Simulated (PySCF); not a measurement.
RuCl₃⁺ (triplet). Method: UPBE0 in PySCF with Ru def2-TZVP with ECP28, Cl def2-TZVP; scalar-relativistic core potentials, no spin–orbit coupling; density-fitted integrals.

Harmonic bands of its minimum:

```
ω (cm⁻¹)  IR (km/mol, summed over degenerate members)  degeneracy
      54                                          0.1           1
     115                                          0.2           2
     445                                          0.0           1
     515                                          130           2
```

Q: The central atom is Ru. Infer the point group and assign the bands.

A: D3h. The modes span a2'' + 2e' + a1': 54 a2'', 115 e', 445 a1', 515 e'. The computed geometry has Ru–Cl 2.095 Å (×3); Cl–Ru–Cl 120.0° (×3).

Other isomers or separated fragments may lie lower. With open d or f shells other occupations or spin states may lie lower.
